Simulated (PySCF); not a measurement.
Delta-SCF ions had no search for a lower state. Excitations are Tamm–Dancoff values on a coarser integration grid. The basis has no diffuse functions, so Rydberg states are missing or too high.

Z-matrix (Å, degrees):
```
Ge
C 1 1.9598
H 2 1.0999 1 110.22
H 2 1.0999 3 109.27 1 121.27
H 2 1.1007 3 108.45 4 118.03
C 1 1.9598 2 111.78 3 60.35
H 6 1.0999 1 110.22 2 -60.35
H 6 1.0999 7 109.27 1 -121.27
H 6 1.1007 7 108.45 8 -118.03
C 1 1.9838 2 109.60 3 -177.92
H 10 1.1032 1 108.97 2 59.51
H 10 1.1032 11 108.24 1 -118.38
S 10 1.8179 11 110.41 12 -120.96
C 13 1.8203 10 100.51 11 59.83
H 14 1.0997 13 107.26 10 180.00
H 14 1.1013 15 108.88 13 120.36
H 14 1.1013 15 108.88 16 119.28
C 1 1.9838 2 109.60 3 -61.38
H 18 1.1032 1 108.97 2 -177.47
H 18 1.1032 19 108.25 1 -118.38
S 18 1.8179 19 110.41 20 -120.96
C 21 1.8203 18 100.51 19 59.83
H 22 1.0997 21 107.26 18 179.99
H 22 1.1013 23 108.88 21 120.36
H 22 1.1013 23 108.88 24 119.28
```
Charge 0, spin multiplicity 1.

**Question.** What vertical ionisation energy (Delta-SCF), LUMO, HOMO–LUMO gap, S1 excitation (TDA) and S1–T1 gap (TDA) does CAM-B3LYP-D3(BJ)/def2-SVP // B3LYP-D3(BJ)/def2-SVP (PySCF 2.14.0) give?

**Answer.** 
```json
{
 "vertical ionisation energy (Delta-SCF)": "8.19 eV",
 "LUMO": "2.05 eV",
 "HOMO–LUMO gap": "9.48 eV",
 "S1 excitation (TDA)": "5.79 eV",
 "S1–T1 gap (TDA)": "0.57 eV"
}
```
